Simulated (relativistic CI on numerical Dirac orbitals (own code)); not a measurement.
Calculated at this level of theory: Dirac-Coulomb-Breit CI, orbitals from a KLI potential per configuration, model QED, unscaled Slater integrals (own radial code, finite nucleus).

The strongest absorption lines from the ground level of an ion, among the configurations computed and to levels below about 227 eV (vacuum wavelength in nm, gf): 6.3322 (0.15), 6.4126 (0.063), 6.5347 (0.094), 6.6611 (0.056), 6.7396 (0.28), 6.7489 (0.19), 6.8321 (0.37), 7.1194 (0.13).

Which ion is it?
A. Ir XXXVII
B. Hg XL
C. Er XXVIII
D. W XXXIV

D. W XXXIV has 41 electrons and the ground level 4s²4p⁶4d⁵ ⁴P5/2; the strongest line goes to 4s²4p⁵4d⁶ ⁶P°5/2. The pattern of lines fixes the number of electrons, and along that sequence the line energies rise steadily with the charge (about as its square where n changes within one kind of shell, about linearly where n is kept but much faster in heavy ions where fine structure, which grows about as Z⁴, sets the gap, and irregularly where shells cross), which fixes Z. Configurations outside the model, such as inner-shell arrays, can give stronger lines. At this charge energies of transitions that change n are usually good to better than 1 %, and those within a shell (Δn = 0) to a few per cent. Terms inside the open d or f shell come out 10 to 20 % too wide with unscaled integrals.

LS names give the leading component of a level, which can be under half, so a name can repeat, a term be missing and a line seem to break the LS rules.
